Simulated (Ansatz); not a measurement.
Reaction (cleavage of the Ge–Ge bond): `[GeH3][SiH2][GeH2][GeH3]` + `O[Si](F)(Cl)Cl` → `F[Si](Cl)(Cl)[O][GeH3]` + `[GeH3][SiH2][GeH3]`

Gas-phase electronic energies from Ansatz, PBE0-D4/def2-TZVP geometries. CCSD(T)/CBS is the MP2 limit (def2-TZVPP, def2-QZVPP) plus CCSD(T) − MP2 in def2-TZVPP, frozen cores. DFT in def2-TZVPP. B3LYP here is the variant with VWN-RPA as its local correlation; programs differ in this. HSE06 is defined as in plane-wave codes. For Ge outer-core shells are correlated without core-valence functions, which leaves a few kJ/mol of doubt a bond. Scalar relativity is left out up to krypton. Each species was taken in one conformer, which may not be the lowest.

(1) Is it downhill or uphill in electronic energy at CCSD(T)/CBS, and by how much? (Best estimate.)

(2) What do these levels give: B3LYP-D4, r2SCANh-D4, HSE06-D4, CAM-B3LYP-D4, PBE0, r2SCAN0, HSE06, RPA@PBE/def2-TZVPP, CCSD/def2-SVP, MP2/def2-TZVPP, CCSD(T)/def2-TZVPP, MP2/CBS(def2)? (An estimate is asked.)

Largest T1 diagnostic among the species: 0.012.

## Answers

(1) Ansatz gave: Downhill: ΔE = -1.2 kcal/mol.

(2) Ansatz gave: B3LYP-D4 -2.0, r2SCANh-D4 -0.7, HSE06-D4 0.9, CAM-B3LYP-D4 -3.5, PBE0 0.8, r2SCAN0 -0.7, HSE06 0.8, RPA@PBE/def2-TZVPP -3.2, CCSD/def2-SVP -4.6, MP2/def2-TZVPP -1.8, CCSD(T)/def2-TZVPP -2.0, MP2/CBS(def2) -0.9 kcal/mol.

In def2-TZVPP, CCSD(T) changes the Hartree–Fock value by +5.9 kcal/mol (the triples alone add +0.5 kcal/mol) and MP2 by +6.2 kcal/mol. From PBE to PBE0 (25 % exact exchange), in def2-TZVPP and without D4, ΔE moves by −0.8 kcal/mol.
